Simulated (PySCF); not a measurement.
Electron correlation in Ar³⁺ (argon, charge +3)

Starting occupation: [Ne] 3s1 3p4, 3s1/2 with m_j = +1/2, 3p1/2 with m_j = +1/2, 3p3/2 with m_j = -1/2, +1/2, +3/2. All numbers are calculated (PySCF 2.14, X2C-1e with screened-nucleus spin-orbit coupling, Gaussian nucleus, in x2c-TZVPall-2c with one added diffuse shell each of s, p type (6s7p2d1f, 44 functions)). Frozen: [Ne]; 5 electrons correlated.

MP2 pair energies summed by pair of shells (mhartree):

```csv
pair,energy,share (%)
3p-3p,-93.83,89.3
3p-3s,-11.23,10.7
```

Total MP2 correlation energy: -105.06 mhartree.

The GHF reference relaxed away from the jj start to a determinant that is no pure jj level (⟨S²⟩ = 3.75, ⟨J²⟩ = 8.76); the energies belong to that determinant.
